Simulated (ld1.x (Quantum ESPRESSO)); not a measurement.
B: one change to a TM potential, before and after

ld1.x (Quantum ESPRESSO) 7.5 input, shortened:

```
&input
   title='B', zed=5., rel=1, dft='PZ', iswitch=3,
   config='[He] 2s1 2p0 3d-2'
 /
 &inputp
   pseudotype=2, tm=.true., lloc=2,
   nlcc=.false.
 /
3
2S  1  0   1.00   0.00  1.35  1.35  0.0
2P  2  1   0.00   0.00  2.05  2.05  0.0
3D  3  2  -2.00   0.05  2.05  2.05  0.0
 &test
   configts(1)='2s1 2p0'
 /
```

Change: wave 2p (bound): rc 2.05 bohr becomes 2p (bound): rc 1.38 bohr.

Cutoffs: the cutoffs (Ry, on a coarse ladder) from which the occupation-weighted sum of valence levels, in a spherical-Bessel basis at the reference potential, stays within 10 and 1 mRy of its value at 400 Ry; they do not see the model core or the augmentation charge, which bear on the density cutoff. Errors are all-electron minus pseudo energies relative to the spin-unpolarised reference configuration.

What does the change do?

The potential gets neither clearly harder nor softer (21 Ry and 50 Ry → 21 Ry and 50 Ry); of the 9 tests that both files solve, the error grows in 0 and shrinks in 4 by more than 15 % and 0.3 meV (median size 176.7 → 150.5 meV); the range in which the p phases agree widens (upper end 0.8 → at the end of the scan); neither file shows a bound ghost. Less of the atom is replaced, so other configurations are described better.

```csv
quantity,base,changed
"cutoff, loose",21 Ry,21 Ry
"cutoff, tight",50 Ry,50 Ry
bound ghosts,none,none
"error for 2s2 2p1, meV [ΔE -33.63 eV]",+177,+151
"error for 2s2 2p0, meV [ΔE -25.30 eV]",+62,+62
"error for 2s2 2p0.5, meV [ΔE -30.69 eV]",+130,+115
"error for 2s1 2p1, meV [ΔE -19.35 eV]",+124,+101
"error for 2s2 2p1.3, meV [ΔE -34.40 eV]",+190,+161
"error for 2s0 2p3, meV [ΔE -22.23 eV]",+288,+223
"error for 2s1 2p2, meV [ΔE -27.95 eV]",+224,+176
"error for 2s1 2p0 (spin-polarised), meV [ΔE -0.73 eV]",+97,+97
"error for 2s2 2p1 (spin-polarised), meV [ΔE -33.87 eV]",+209,+184
s: phases at 2.25 bohr within 0.05 rad from the reference energy up to (Ry; the scan ends near 5),1.0,1.0
p: phases at 2.25 bohr within 0.05 rad from the reference energy up to (Ry; the scan ends near 5),0.8,to the end of the scan
d: phases at 2.25 bohr within 0.05 rad from the reference energy up to (Ry; the scan ends near 5),to the end of the scan,to the end of the scan
```

Changed file: The cutoffs count occupied waves only; the empty 2p level needs 35 Ry at the loose tolerance.
